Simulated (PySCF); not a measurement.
PySCF input file for 2-methylazaborolidine (C4H10BN), SMILES CB1CCCN1, TDDFT-M06-2X/def2-SVPD. The structure is a stationary point at PBE0-D3(BJ)/def2-SVP. One conformer was computed; it need not be the lowest.

```python
import numpy as np
from pyscf import gto, scf, dft, tdscf

mol = gto.M(
    atom='''
    C     2.30216912   -0.59760545    0.01782003
    B     0.77828685   -0.20844841    0.03122464
    C    -0.45345706   -1.03896466    0.60546797
    C    -1.65926309   -0.30088623    0.00404921
    C    -1.18641927    1.13758870   -0.23726567
    N     0.24544904    0.99956255   -0.43806840
    H     2.45723379   -1.51929430   -0.56821755
    H     2.96254447    0.18113324   -0.39390209
    H     2.64646287   -0.83121687    1.03960606
    H    -0.45005589   -2.11741919    0.38446556
    H    -0.43829093   -0.95300012    1.70934200
    H    -2.57002872   -0.33559454    0.62196157
    H    -1.91385052   -0.75685662   -0.96709476
    H    -1.40510665    1.78195642    0.63716115
    H    -1.68439599    1.60217764   -1.10553262
    H     0.76773176    1.79262420   -0.78786303
    ''',
    basis='def2-SVPD',
    charge=0,
    spin=0,
    max_memory=1600,
    verbose=4,
)
mf = dft.RKS(mol, xc='m06-2x').density_fit(auxbasis='def2-universal-jkfit')
mf.grids.level = 4
mf.conv_tol = 1e-9
mf.max_cycle = 100
mf.kernel()
mf.grids = dft.Grids(mol).set(level=2).build(with_non0tab=True)  # coarser grid for the response kernel
td = tdscf.TDDFT(mf)
td.singlet = True
td.nstates = 10
td.conv_tol = 1e-4
td.positive_eig_threshold = 1e-6
td.kernel(x0=td.get_init_guess(mf, 15))
td.analyze()
tt = tdscf.TDA(mf)
tt.singlet = False
tt.nstates = 4
tt.conv_tol = 1e-4
tt.positive_eig_threshold = 1e-6
tt.kernel(x0=tt.get_init_guess(mf, 9))
tt.analyze(verbose=3)
```

It prints:

```
PySCF version 2.14.0

[INPUT] verbose = 4
[INPUT] num. atoms = 16
[INPUT] num. electrons = 46
[INPUT] charge = 0
[INPUT] spin (= nelec alpha-beta = 2S) = 0
[INPUT] symmetry False subgroup None
[INPUT] Mole.unit = angstrom
[INPUT] Symbol           X                Y                Z      unit          X                Y                Z       unit  Magmom
[INPUT]  1 C      2.302169120000  -0.597605450000   0.017820030000 AA    4.350469129231  -1.129310631047   0.033674976232 Bohr   0.0
[INPUT]  2 B      0.778286850000  -0.208448410000   0.031224640000 AA    1.470748992850  -0.393910406001   0.059006017938 Bohr   0.0
[INPUT]  3 C     -0.453457060000  -1.038964660000   0.605467970000 AA   -0.856909652650  -1.963358660502   1.144168640496 Bohr   0.0
[INPUT]  4 C     -1.659263090000  -0.300886230000   0.004049210000 AA   -3.135552808700  -0.568592569353   0.007651897921 Bohr   0.0
[INPUT]  5 C     -1.186419270000   1.137588700000  -0.237265670000 AA   -2.242007489206   2.149731085400  -0.448367135061 Bohr   0.0
[INPUT]  6 N      0.245449040000   0.999562550000  -0.438068400000 AA    0.463831463137   1.888899463872  -0.827829299826 Bohr   0.0
[INPUT]  7 H      2.457233790000  -1.519294300000  -0.568217550000 AA    4.643498887127  -2.871050129613  -1.073775548671 Bohr   0.0
[INPUT]  8 H      2.962544470000   0.181133240000  -0.393902090000 AA    5.598397680145   0.342292215655  -0.744367069994 Bohr   0.0
[INPUT]  9 H      2.646462870000  -0.831216870000   1.039606060000 AA    5.001090023130  -1.570772234418   1.964570730838 Bohr   0.0
[INPUT] 10 H     -0.450055890000  -2.117419190000   0.384465560000 AA   -0.850482372847  -4.001342359998   0.726534612728 Bohr   0.0
[INPUT] 11 H     -0.438290930000  -0.953000120000   1.709342000000 AA   -0.828249820581  -1.800909223478   3.230188233216 Bohr   0.0
[INPUT] 12 H     -2.570028720000  -0.335594540000   0.621961570000 AA   -4.856650413067  -0.634181769499   1.175337027305 Bohr   0.0
[INPUT] 13 H     -1.913850520000  -0.756856620000  -0.967094760000 AA   -3.616653326156  -1.430251727364  -1.827544232902 Bohr   0.0
[INPUT] 14 H     -1.405106650000   1.781956420000   0.637161150000 AA   -2.655266744305   3.367409599710   1.204060070713 Bohr   0.0
[INPUT] 15 H     -1.684395990000   1.602177640000  -1.105532620000 AA   -3.183047106416   3.027676942502  -2.089153873573 Bohr   0.0
[INPUT] 16 H      0.767731760000   1.792624200000  -0.787863030000 AA    1.450802763530   3.387568782268  -1.488845350370 Bohr   0.0

nuclear repulsion = 229.165625128788
number of shells = 88
number of NR pGTOs = 280
number of NR cGTOs = 200
basis = def2-SVPD
ecp = {}


[settings echo left out]
init E= -238.624501195502
  HOMO = -0.297120703752277  LUMO = -0.015912985922347  gap/eV = 7.65205
cycle= 1 E= -237.783003339031  delta_E= 0.841  |g|= 0.375  |ddm|= 6.02
  HOMO = -0.272651977104779  LUMO = 0.0259249102874377  gap/eV = 8.12469
cycle= 2 E= -237.799822861497  delta_E= -0.0168  |g|= 0.305  |ddm|=  1.2
  HOMO = -0.319965237335987  LUMO = 0.0196564237569237  gap/eV = 9.24158
cycle= 3 E= -237.822877041601  delta_E= -0.0231  |g|= 0.0447  |ddm|= 0.532
  HOMO = -0.311667195539723  LUMO = 0.0207460888673006  gap/eV = 9.04543
cycle= 4 E= -237.823273456846  delta_E= -0.000396  |g|= 0.0233  |ddm|= 0.112
  HOMO = -0.313906763680017  LUMO = 0.0207735671029319  gap/eV = 9.10712
cycle= 5 E= -237.823396544059  delta_E= -0.000123  |g|= 0.00371  |ddm|= 0.0384
  HOMO = -0.313508516950407  LUMO = 0.0207458904827749  gap/eV = 9.09553
cycle= 6 E= -237.823399728582  delta_E= -3.18e-06  |g|= 0.00101  |ddm|= 0.00793
  HOMO = -0.313545988099523  LUMO = 0.0207494997611342  gap/eV = 9.09664
cycle= 7 E= -237.823399976793  delta_E= -2.48e-07  |g|= 0.000343  |ddm|= 0.00251
  HOMO = -0.313528773418426  LUMO = 0.0207551777735859  gap/eV = 9.09633
cycle= 8 E= -237.823400008937  delta_E= -3.21e-08  |g|= 3.9e-05  |ddm|= 0.000796
  HOMO = -0.313529220804051  LUMO = 0.0207550584108027  gap/eV = 9.09634
cycle= 9 E= -237.82340000953  delta_E= -5.93e-10  |g|= 1.76e-05  |ddm|= 0.000164
  HOMO = -0.313530400478427  LUMO = 0.0207548967448243  gap/eV = 9.09637
Extra cycle  E= -237.823400009556  delta_E= -2.55e-11  |g|= 1.6e-05  |ddm|= 6.52e-05
converged SCF energy = -237.823400009556
tot grids = 120752
Overwritten attributes  positive_eig_threshold  of <class 'pyscf.tdscf.rks.TDDFT'>


******** <class 'pyscf.tdscf.rks.TDDFT'> for <class 'pyscf.df.df_jk.DFRKS'> ********
nstates = 10 singlet
deg_eia_thresh = 1.000e-03
wfnsym = None
conv_tol = 0.0001
eigh lindep = 1e-12
eigh level_shift = 0
eigh max_cycle = 100


Excitation energies (eV)
[6.60724095 7.41890561 7.62118592 7.66079533 7.746421   7.79710728
 8.43693526 8.63682916 8.76830959 8.89110366]

** Singlet excitation energies and oscillator strengths **
Excited State   1:      6.60724 eV    187.65 nm  f=0.0014
      23 -> 24        0.66035
      23 -> 25        0.12922
      23 -> 26       -0.15149
Excited State   2:      7.41891 eV    167.12 nm  f=0.0317
      22 -> 24       -0.11483
      22 -> 26       -0.13889
      22 -> 27        0.54813
      23 -> 27        0.35956
Excited State   3:      7.62119 eV    162.68 nm  f=0.0620
      22 -> 24       -0.58459
      22 -> 26       -0.12149
      23 -> 25        0.14361
      23 -> 27       -0.31255
Excited State   4:      7.66080 eV    161.84 nm  f=0.1024
      22 -> 24       -0.30543
      22 -> 27       -0.37386
      23 -> 26       -0.11420
      23 -> 27        0.47498
Excited State   5:      7.74642 eV    160.05 nm  f=0.0049
      22 -> 24        0.14507
      23 -> 24       -0.17472
      23 -> 25        0.60003
      23 -> 26       -0.24661
Excited State   6:      7.79711 eV    159.01 nm  f=0.0076
      23 -> 24       -0.10747
      23 -> 25       -0.27049
      23 -> 26       -0.53561
      23 -> 27       -0.13198
      23 -> 29        0.18281
      23 -> 30        0.20216
Excited State   7:      8.43694 eV    146.95 nm  f=0.0409
      23 -> 26        0.14266
      23 -> 28        0.60303
      23 -> 29        0.13693
      23 -> 31       -0.23083
Excited State   8:      8.63683 eV    143.55 nm  f=0.0769
      21 -> 24       -0.26321
      22 -> 25       -0.53615
      22 -> 26       -0.28249
Excited State   9:      8.76831 eV    141.40 nm  f=0.0226
      23 -> 26        0.22317
      23 -> 29        0.33283
      23 -> 30        0.46070
      23 -> 31        0.22271
Excited State  10:      8.89110 eV    139.45 nm  f=0.0093
      19 -> 24       -0.15223
      19 -> 27        0.16387
      21 -> 24        0.29492
      21 -> 27       -0.16396
      22 -> 25       -0.36307
      22 -> 26        0.35134
      22 -> 28       -0.11927

** Transition electric dipole moments (AU) **
state          X           Y           Z        Dip. S.      Osc.
  1        -0.0417     -0.0415     -0.0712      0.0085      0.0014
  2        -0.2480      0.3355     -0.0235      0.1746      0.0317
  3         0.0922     -0.5091      0.2535      0.3320      0.0620
  4        -0.4846      0.5445     -0.1183      0.5454      0.1024
  5        -0.0457      0.1316      0.0809      0.0260      0.0049
  6         0.1059     -0.0419     -0.1644      0.0400      0.0076
  7         0.1223     -0.1547     -0.3988      0.1979      0.0409
  8         0.5797     -0.1661     -0.0015      0.3637      0.0769
  9        -0.2829      0.1033      0.1205      0.1052      0.0226
 10         0.1743     -0.0275     -0.1076      0.0427      0.0093

** Transition velocity dipole moments (imaginary part, AU) **
state          X           Y           Z        Dip. S.      Osc.
  1        -0.0116     -0.0133     -0.0246      0.0009      0.0025
  2        -0.0698      0.0946     -0.0042      0.0138      0.0338
  3         0.0211     -0.1479      0.0748      0.0279      0.0665
  4        -0.1433      0.1562     -0.0337      0.0461      0.1091
  5        -0.0097      0.0384      0.0264      0.0023      0.0053
  6         0.0274     -0.0144     -0.0520      0.0037      0.0085
  7         0.0368     -0.0521     -0.1265      0.0201      0.0432
  8         0.1975     -0.0573     -0.0001      0.0423      0.0888
  9        -0.0914      0.0361      0.0355      0.0109      0.0226
 10         0.0631     -0.0079     -0.0412      0.0057      0.0117

** Transition magnetic dipole moments (imaginary part, AU) **
state          X           Y           Z
  1         0.1793     -0.4215      0.0094
  2         0.4753     -0.9944     -0.2109
  3         0.0923      0.3727      0.7691
  4        -0.3802      0.1553     -0.7415
  5        -0.5734     -0.3656      0.1633
  6         0.1807      0.0674      0.0646
  7        -0.0215      0.4047     -0.2894
  8        -0.0313      0.4950     -0.2175
  9         0.1782      0.1495     -0.2139
 10        -0.5099     -0.4698     -0.4588
Overwritten attributes  positive_eig_threshold  of <class 'pyscf.tdscf.rks.TDA'>


******** <class 'pyscf.tdscf.rks.TDA'> for <class 'pyscf.df.df_jk.DFRKS'> ********
nstates = 4 triplet
deg_eia_thresh = 1.000e-03
wfnsym = None
conv_tol = 0.0001
eigh lindep = 1e-12
eigh level_shift = 0
eigh max_cycle = 100


Excitation energies (eV)
[6.01999712 6.57053875 7.17076116 7.55573245]

** Triplet excitation energies and oscillator strengths **
Excited State   1:      6.02000 eV    205.95 nm  f=0.0000
Excited State   2:      6.57054 eV    188.70 nm  f=0.0000
Excited State   3:      7.17076 eV    172.90 nm  f=0.0000
Excited State   4:      7.55573 eV    164.09 nm  f=0.0000
```

The run converged.

Cost: about 30 core-minutes (a rough figure).
